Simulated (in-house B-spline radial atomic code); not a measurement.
Lu²⁺. Computed with a B-spline radial atomic code. Model: non-relativistic spherical atom: semilocal Troullier-Martins pseudo-atom, one channel per l, against all electrons, high spin, G0W0 and RPA with empty states to l = 8, local potential for every l without a channel, a model core (radius 0 = none) keeps its share of the functional.

Without relativity these are model numbers for so heavy an element.

What the tables leave out is listed at the end.

The pseudopotential gives back the lowest level of each angular momentum of its own functional in the configuration it was made in; a second state of the same l is only approximately right. Exact exchange, RPA and GW see the smooth pseudo-orbitals and miss the exchange with the core, for which the functional's share stands in. The column with an uncorrelated core keeps all orbitals and exact exchange, and so separates missing core correlation from pseudisation. Only the three outermost levels and the lowest empty one were computed. RPA here is direct RPA, with no exchange kernel, and its energies carry an (l + 1/2)⁻⁴ tail. A hybrid on a potential with a model core restores only its own semilocal share of the core's exchange.

Command:
```bash
python run_psgw.py task.json out
```
Settings (lengths in bohr, energies in hartree):
```
Z                      71
electrons              69
configuration          [Xe] 4f14 6s1
generated_in           [Xe] 4f14 6s1
functional             lda,vwn
core_shells            8
radius_factor          1
core_correction        False
ion_configuration      [Xe] 4f14
```

Run time, properties included: 100 s on 1 thread of Arm Neoverse N1 (shared host).

Given: made with LDA VWN5; model core radius 0 bohr; local radius 0.647 bohr; mean-field start PBE0.

Valence shells of the generating configuration: 4d, 5s, 5p, 4f, 6s.

Channel: s 1.128, p 1.233, d 0.487, f 1.554 (radii in bohr).

Computed: largest level miss in the spin-unpolarised generating configuration 0.086 eV; valence RPA correlation energy all-electron orbitals -2.7106 hartree; valence RPA correlation energy pseudo -3.1023 hartree; all-electron RPA polarisability, core included 26.066 bohr³; pseudo-atom RPA polarisability 25.501 bohr³; ionisation by RPA all-electron 20.126 eV; ionisation by RPA pseudo minus all 0.271 eV.

```tsv
level	occupied	mean-field all-electron (eV)	mean-field pseudo minus all (eV)	G0W0 all-electron (eV)	G0W0 uncorrelated core minus all (eV)	G0W0 pseudo minus all (eV)	exchange self-energy all-electron (eV)	exchange self-energy pseudo (eV)
6s up	1	-17.402	-0.126	-20.135	-0.016	-0.335	-9.8042	-9.8758
4f down	1	-36.26	0.912	-42.28	0.161	3.433	-80.663	-56.952
4f up	?	?	?	?	?	?	?	?
5d up (empty)	0	-16.678	0.157	-13.617	0.005	0.421	-8.8633	-7.4654
```

Task: What belongs in the row 4f up?

Result: occupied: 1; mean-field all-electron (eV): -36.29; mean-field pseudo minus all (eV): 0.886; G0W0 all-electron (eV): -42.305; G0W0 uncorrelated core minus all (eV): 0.16; G0W0 pseudo minus all (eV): 3.391; exchange self-energy all-electron (eV): -80.639; exchange self-energy pseudo (eV): -57.007.

Task: What is the ionisation by mean-field all-electron?

Result: 19.621 eV.

Task: What is the ionisation by mean-field pseudo minus all?

Result: 0.15 eV.

Given: mean-field start Hartree-Fock.

Computed: valence RPA correlation energy pseudo -2.8479 hartree; all-electron RPA polarisability, core included 20.479 bohr³; pseudo-atom RPA polarisability 19.726 bohr³; ionisation by mean-field pseudo minus all 0.28 eV; ionisation by RPA all-electron 19.692 eV; ionisation by RPA pseudo minus all 0.3 eV.

```
  level  occupied  mean-field all-electron (eV)  mean-field pseudo minus all (eV)  G0W0 all-electron (eV)  G0W0 uncorrelated core minus all (eV)  G0W0 pseudo minus all (eV)  exchange self-energy all-electron (eV)  exchange self-energy pseudo (eV)
  6s up         1                       -18.748                            -0.277                 -19.834                                 -0.013                      -0.264                                  -9.231                           -9.3515
4f down         1                        -46.53                             5.342                 -42.845                                  0.176                       3.587                                  -81.66                           -57.122
  4f up         1                       -46.555                              5.29                 -42.871                                  0.176                       3.548                                 -81.668                           -57.195
```

Task: What is the ionisation by mean-field all-electron?

Result: 18.714 eV.

Task: What is the valence RPA correlation energy all-electron orbitals?

Result: -2.4397 hartree.

Among the listed levels the largest G0W0 shift of the pseudo-atom is +3.59 eV, for 4f down on the Hartree-Fock start, while leaving the core uncorrelated moves that level by +0.18 eV. So pseudisation and the lost core exchange, not the missing core correlation, make the error. Not in the tables (levels of low weight, unsolved or above zero; the highest and the empty levels are kept at any weight): the LDA start was refused, since an empty level lay at or below an occupied one.
